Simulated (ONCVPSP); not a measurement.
Before and after: ONCV potential for sulfur (S)

| Item | Value |
| --- | --- |
| Element | sulfur |
| Generator | ONCVPSP 4.0.1 |
| Type | optimised norm-conserving Vanderbilt (ONCV) |
| Functional | PBE |
| Relativity | scalar-relativistic |
| Frozen core | [He] |
| Valence charge | 14 |
| Reference configuration | 2s2 2p6 3s1 3p5 |
| Partial waves | 2s+3s: rc 0.80 bohr, ncon 5, nbas 9, qcut 15.1 1/bohr, 2 projectors; 2p+3p: rc 0.65 bohr, ncon 4, nbas 8, qcut 27 1/bohr, 2 projectors; d scattering state at 0.23 Ha: rc 0.80 bohr, ncon 4, nbas 8, qcut 13.2 1/bohr, 2 projectors, debl 1.5 Ha |
| Local potential | polynomial inside 0.65 bohr (lpopt 5, dvloc0 2 Ha) |
| Core correction | Teter function, fcfact 2.75, rcfact 1.4 |

Change: p: rc 0.76.

Cutoffs: the cutoffs (Ha) at which the residual kinetic energy of the hardest occupied pseudo-wave falls to 1 and 0.1 mHa per electron; they do not see the model core or the augmentation charge, which bear on the density cutoff. Errors are all-electron minus pseudo energies relative to the spin-unpolarised reference configuration.

Question: How do hardness, ghosts and transferability respond?

Answer: The potential gets softer (229 Ha and 264 Ha → 206 Ha and 241 Ha); the errors of the 4 common tests hardly move; neither file shows a bound ghost. A larger radius leaves more room for a smooth pseudo-wave, so fewer plane waves are needed.

| quantity | base | changed |
| --- | --- | --- |
| cutoff, loose | 229 Ha | 206 Ha |
| cutoff, tight | 264 Ha | 241 Ha |
| loose cutoff by channel | s 81 Ha, p 229 Ha | s 81 Ha, p 206 Ha |
| bound ghosts | none | none |
| GHOST(+) flags under 300 eV | none | none |
| error for 2s2 2p6 3s2 3p4, meV [ΔE -10.31 eV] | +0.9 | +0.7 |
| error for 2s2 2p6 3s2 3p3, meV [ΔE 1.46 eV] | +2.9 | +2.5 |
| error for 2s2 2p6 3s2 3p2, meV [ΔE 23.74 eV] | +6.8 | +6.3 |
| error for 2s2 2p6 3s1 3p4, meV [ΔE 12.34 eV] | +0.9 | +0.7 |
| s: phases at 0.81 bohr within 0.05 rad from the reference energy up to (Ha; the scan ends near 5) | to the end of the scan | to the end of the scan |
| d: phases at 0.81 bohr within 0.05 rad from the reference energy up to (Ha; the scan ends near 5) | to the end of the scan | to the end of the scan |
| rms error of d²Exc/dni dnj with the model core, mHa | 2.55 | 2.52 |
